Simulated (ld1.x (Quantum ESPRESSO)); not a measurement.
# u(r) = r·R(r): atom against pseudo-atom (Ni)

Columns: radius, all-electron u(r) and pseudo u(r) of the 4s shell (level -5.87 eV) of nickel in the configuration [Ar] 3d8 4s2 4p0; LDA (PZ), scalar-relativistic, ultrasoft scheme, ld1.x (Quantum ESPRESSO) 7.5.

```tsv
r (bohr)	all-electron	pseudo
0.155	-0.1679	-0.0491
0.310	0.0334	-0.0993
0.465	0.2492	-0.1514
0.620	0.2644	-0.2059
0.775	0.1502	-0.2628
0.930	-0.0111	-0.3215
1.085	-0.1724	-0.3807
1.240	-0.3131	-0.4387
1.395	-0.4266	-0.4936
1.550	-0.5127	-0.5430
1.705	-0.5743	-0.5849
1.860	-0.6149	-0.6171
2.015	-0.6382	-0.6383
2.170	-0.6475	-0.6475
2.325	-0.6459	-0.6459
2.480	-0.6357	-0.6357
2.635	-0.6191	-0.6191
2.790	-0.5976	-0.5976
2.945	-0.5727	-0.5727
3.100	-0.5455	-0.5455
3.255	-0.5168	-0.5168
3.410	-0.4875	-0.4875
3.565	-0.4581	-0.4581
3.720	-0.4289	-0.4289
3.875	-0.4003	-0.4003
4.030	-0.3727	-0.3727
```

Question: How many radial nodes do the two functions have?

Answer: The all-electron 4s function has n − l − 1 = 3 (the table is too coarse to show those close to the nucleus); the pseudo-wave has 0, since the states of the same l below it are removed with the core.

Question: At about which radius was the pseudo-wave matched?

Answer: 2.10 bohr, where the columns begin to agree (steps of 0.15 bohr).

Question: Where does each function peak?

Answer: Outermost all-electron maximum near 2.17 bohr, pseudo maximum near 2.17 bohr (to the table’s step).

Question: Is the pseudo-wave norm-conserving?

Answer: No, it belongs to an ultrasoft set: the norm inside the radius is not constrained, and the difference is carried by the augmentation charge.
